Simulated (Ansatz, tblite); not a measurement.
Isomers of K$_{3}$I$_{2}$⁺ (singlet), found by a short tight-binding search and relaxed with r2SCAN-D4/def2-SVP in Ansatz.

In the def2 sets I takes a core potential, while STO-3G treats all electrons; there is no spin–orbit coupling. The xTB rows come from tblite. B3LYP takes the VWN-RPA correlation. HSE06 is defined as in plane-wave codes, on full-range PBE exchange. Correlated methods freeze 23 core orbitals; core or outer-core shells of K, I are correlated, in sets that lack core-valence functions.

Other spin states weren't relaxed.

A:

```tsv
atom	x (Å)	y (Å)	z (Å)
K1	-2.613	0.028	0.302
K2	1.088	-1.448	-1.908
K3	1.525	1.421	1.606
I4	-0.139	1.682	-1.356
I5	0.139	-1.682	1.356
```

B:

Cartesian coordinates in Å:
```
K 2.3032 -0.9177 -0.8825
K -2.2175 -0.1008 -1.4054
K -0.1553 1.8975 4.2295
I 0.1077 -1.4604 -3.1904
I -0.0381 0.5814 1.2488
```

C:

```xyz
5

K    -5.247   -2.768   -2.643
K     0.017   -0.005   -0.028
K     5.227    2.773    2.678
I    -2.652   -1.443   -1.340
I     2.655    1.443    1.333
```

Task: Estimate their order by electronic energy at B2PLYP/def2-TZVP, counted from the lowest.

Result: A (0.0) < B (18.5) < C (22.2), in kJ/mol.

Task: Do the other levels pick the same lowest one?

Result: Not GFN2-xTB. Energies above each level's lowest (kJ/mol):

```csv
level,A,B,C
GFN1-xTB,0.0,73.3,126.4
GFN2-xTB,28.7,20.2,0.0
HF/STO-3G,0.0,60.7,113.5
HF/def2-SVP,0.0,12.6,12.6
HF/def2-TZVP,0.0,11.8,10.0
PBE-D4/def2-SVP,0.0,27.8,41.1
PBE-D4/def2-TZVP,0.0,25.1,35.4
r2SCAN-D4/def2-TZVP,0.0,22.6,30.5
B3LYP-D4/def2-TZVP,0.0,22.8,31.8
PBE0-D4/def2-SVP,0.0,26.0,37.3
PBE0-D4/def2-TZVP,0.0,24.3,33.4
HSE06-D4/def2-TZVP,0.0,24.1,33.4
B2PLYP/def2-TZVP,0.0,18.5,22.2
MP2/def2-SVP,0.0,28.6,39.3
MP2/def2-TZVP,0.0,22.7,30.0
CCSD/def2-SVP,0.0,27.5,37.2
CCSD(T)/def2-SVP,0.0,28.8,39.6
```
Point groups (tolerance 0.1 Å): A D3h, B not assigned, C not assigned. Lower isomers may exist.
